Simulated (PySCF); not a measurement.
## Shieldings and the share of exact exchange

Molecule: `InChI=1S/C2H8FNSi/c1-4(2)5-3/h5H2,1-2H3`.

Molfile (atoms numbered from 1):
```
C2H8FNSi
     RDKit          3D

 13 12  0  0  0  0  0  0  0  0999 V2000
   -0.8290   -1.3087   -0.3452 C   0  0  0  0  0  0  0  0  0  0  0  0
   -0.0608   -0.1351   -0.0056 N   0  0  0  0  0  0  0  0  0  0  0  0
   -0.8391    1.0727    0.1241 C   0  0  0  0  0  0  0  0  0  0  0  0
    1.6499   -0.1191   -0.0815 Si  0  0  0  0  0  4  0  0  0  0  0  0
    2.2483    0.1450   -1.5776 F   0  0  0  0  0  0  0  0  0  0  0  0
   -1.6102   -1.5036    0.4126 H   0  0  0  0  0  0  0  0  0  0  0  0
   -1.3347   -1.2118   -1.3253 H   0  0  0  0  0  0  0  0  0  0  0  0
   -0.1814   -2.1971   -0.3906 H   0  0  0  0  0  0  0  0  0  0  0  0
   -1.3356    1.3590   -0.8234 H   0  0  0  0  0  0  0  0  0  0  0  0
   -1.6292    0.9533    0.8883 H   0  0  0  0  0  0  0  0  0  0  0  0
   -0.2017    1.9141    0.4344 H   0  0  0  0  0  0  0  0  0  0  0  0
    2.1512   -1.4587    0.3234 H   0  0  0  0  0  0  0  0  0  0  0  0
    2.1478    1.0010    0.7593 H   0  0  0  0  0  0  0  0  0  0  0  0
  1  2  1  0
  2  3  1  0
  2  4  1  0
  4  5  1  0
  1  6  1  0
  1  7  1  0
  1  8  1  0
  3  9  1  0
  3 10  1  0
  3 11  1  0
  4 12  1  0
  4 13  1  0
M  END
```

GIAO shieldings (ppm, equivalent atoms averaged) in PySCF 2.14 on the PBE0-D3(BJ)/def2-SVP geometry, basis pcSseg-2, gas phase, non-relativistic:

```csv
functional,exact exchange (%),σ(C1/C3),σ(N2),σ(Si4),σ(F5)
BLYP,0,132.3,190.5,336.9,313.5
BP86,0,136.5,196.5,342.1,312.4
PBE,0,136.8,196.0,342.1,312.2
B3LYP,20,137.7,202.2,349.5,325.4
mPW1PW91,25,142.5,209.9,358.5,328.4
BHandHLYP,50,144.6,216.5,370.0,340.3
HF,100,154.7,237.2,409.9,360.8
```

Task: Fit each shielding as a line in the percentage of exact exchange.

Result: σ(C1/C3) = 135.3 + 0.19 x (rms 1.7 ppm); σ(N2) = 195.0 + 0.43 x (rms 2.5 ppm); σ(Si4) = 339.3 + 0.69 x (rms 2.8 ppm); σ(F5) = 314.0 + 0.49 x (rms 1.7 ppm). The functionals also differ in their semilocal parts, which the line can't hold; Hartree–Fock has no correlation at all.

Task: What does the line predict for PBE0 (25 %), and what does the run give?

Result: σ(C1/C3): 140.1 predicted, 143.1 computed; σ(N2): 205.8 predicted, 210.0 computed; σ(Si4): 356.6 predicted, 358.7 computed; σ(F5): 326.2 predicted, 327.6 computed ppm.
